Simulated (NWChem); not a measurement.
Molecule: C$_{3}$H$_{7}$NSi; SMILES N#C[C@@H]([SiH3])C

Computed with NWChem. Coordinates come from a B3LYP/6-31G* (spherical d) optimisation.

Task: Order these by “highest occupied level (eV)”, lowest first: BLYP/def2-TZVP; B3LYP/def2-TZVP; Hartree-Fock/def2-TZVP.

Result: Hartree-Fock/def2-TZVP (-11.61), B3LYP/def2-TZVP (-8.46), BLYP/def2-TZVP (-7.30)
